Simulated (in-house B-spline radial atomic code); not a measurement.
**wB97X excitations of Si XI (Si10+)**

Method: wB97X. Computed with an all-electron radial atomic-structure program (B-spline basis): linear response of the closed shell [He] 2s2 with the functional's adiabatic kernel; non-relativistic, point nucleus, no spin-orbit coupling, no double excitations, S, P, D and F terms only.

Command:
```bash
python run_td.py task.json out
```
Settings (radii: box in bohr, nucleus in fm):
```
Z                        14
electrons                4
configuration            [He] 2s2
hamiltonian              nr
method                   wb97x
box_radius               9.77
intervals                48
```

Run time, properties included: 0.2 s on 1 thread of Arm Neoverse N1, with other jobs on the host.

The lowest states, in the order of their Tamm-Dancoff energies; the method's threshold (minus the highest occupied level) is 459.90 eV. Labels give the largest channel, * marks a mixed state, and oscillator strengths are full-response dipole values. Semilocal kernels can invert the small singlet-triplet splittings of Rydberg terms. Energies in eV:

```json
{"state": "2s → 2p 3P", "full response": "14.494", "Tamm-Dancoff": "18.158", "oscillator strength": "-"}
{"state": "2s → 2p 1P", "full response": "36.41", "Tamm-Dancoff": "37.49", "oscillator strength": "0.26"}
{"state": "2s → 3s 3S", "full response": "270.55", "Tamm-Dancoff": "270.66", "oscillator strength": "-"}
{"state": "2s → 3s 1S", "full response": "274.77", "Tamm-Dancoff": "274.85", "oscillator strength": "-"}
{"state": "2s → 3p 3P", "full response": "278.87", "Tamm-Dancoff": "279.01", "oscillator strength": "-"}
{"state": "2s → 3p 1P", "full response": "279.94", "Tamm-Dancoff": "280.05", "oscillator strength": "0.602"}
{"state": "2s → 3d 3D", "full response": "283.49", "Tamm-Dancoff": "283.61", "oscillator strength": "-"}
{"state": "2s → 3d 1D", "full response": "286.17", "Tamm-Dancoff": "286.27", "oscillator strength": "-"}
{"state": "2s → 4s 3S", "full response": "355.04", "Tamm-Dancoff": "355.08", "oscillator strength": "-"}
{"state": "2s → 4s 1S", "full response": "356.37", "Tamm-Dancoff": "356.40", "oscillator strength": "-"}
{"state": "2s → 4p 3P", "full response": "358.26", "Tamm-Dancoff": "358.30", "oscillator strength": "-"}
{"state": "2s → 4p 1P", "full response": "358.72", "Tamm-Dancoff": "358.75", "oscillator strength": "0.161"}
{"state": "2s → 4d 3D", "full response": "?", "Tamm-Dancoff": "?", "oscillator strength": "-"}
{"state": "2s → 4d 1D", "full response": "361.49", "Tamm-Dancoff": "361.50", "oscillator strength": "-"}
{"state": "2s → 4f 3F", "full response": "363.61", "Tamm-Dancoff": "363.63", "oscillator strength": "-"}
{"state": "2s → 4f 1F", "full response": "364.40", "Tamm-Dancoff": "364.43", "oscillator strength": "-"}
{"state": "2s → 5s 3S", "full response": "392.75", "Tamm-Dancoff": "392.76", "oscillator strength": "-"}
{"state": "2s → 5s 1S", "full response": "393.37", "Tamm-Dancoff": "393.38", "oscillator strength": "-"}
{"state": "2s → 5p 3P", "full response": "?", "Tamm-Dancoff": "?", "oscillator strength": "-"}
{"state": "2s → 5p 1P", "full response": "394.58", "Tamm-Dancoff": "394.60", "oscillator strength": "0.0701"}
{"state": "2s → 5d 3D", "full response": "395.32", "Tamm-Dancoff": "395.33", "oscillator strength": "-"}
{"state": "2s → 5d 1D", "full response": "395.99", "Tamm-Dancoff": "395.99", "oscillator strength": "-"}
```

Task: Where does 2s → 4d 3D lie?

Result: At 360.03 eV in full response, 360.05 eV in Tamm-Dancoff.

Task: Where does 2s → 5p 3P lie?

Result: At 394.35 eV in full response, 394.37 eV in Tamm-Dancoff.

Task: How large is the singlet-triplet splitting of 2s → 2p (P terms) in Tamm-Dancoff?

Result: 19.3 eV, from the unrounded values.

Task: What polarisabilities and dispersion coefficient does the method give?

Result: Dipole 0.1542 bohr³, quadrupole 0.009014 bohr⁵, C6 0.02656 hartree·bohr⁶ for two such species.
